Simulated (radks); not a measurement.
Fractional charge and spin in the 5s shell of cerium: the spin-up occupation runs from 0 to 1 and the spin-down occupation from 0 to 1; the fullest corner is Ce2+, [Kr] 4d10 4f(up 1, down 1) 5p6 5s(up 1, down 1). Method: scalar-relativistic Kohn-Sham, LDA (Slater exchange, Perdew-Wang correlation), spin-polarised, spherical densities, point nucleus; computed with a radial shooting solver on a logarithmic mesh with Libxc functionals. Energy (eV) above the fullest corner. The planes named below are the two flat planes that join the four corners, with an edge along up + down = one added electron.

down \ up        0     0.25     0.5    0.75       1
0          126.249  107.533  89.648  72.584  56.334
0.25       107.533   89.700  72.687  56.486  41.085
0.5         89.648   72.687  56.536  41.185  26.622
0.75        72.584   56.486  41.185  26.670  12.931
1           56.334   41.085  26.622  12.931   0.000

Corners above the fullest one (they belong to Ce3+ and the next ion): (up 1, down 0) 56.334 eV, (up 0, down 1) 56.334 eV, (up 0, down 0) 126.25 eV. With half an added electron in each spin the energy lies 0.202 eV from the planes, and with half an added electron in spin up alone -1.644 eV. The planes are only a guide here: the flat-plane condition holds for ground states with one frontier orbital, while this shell lies below other occupied shells, so the corners above the fullest one are inner-hole states and not the ground states of those ions.
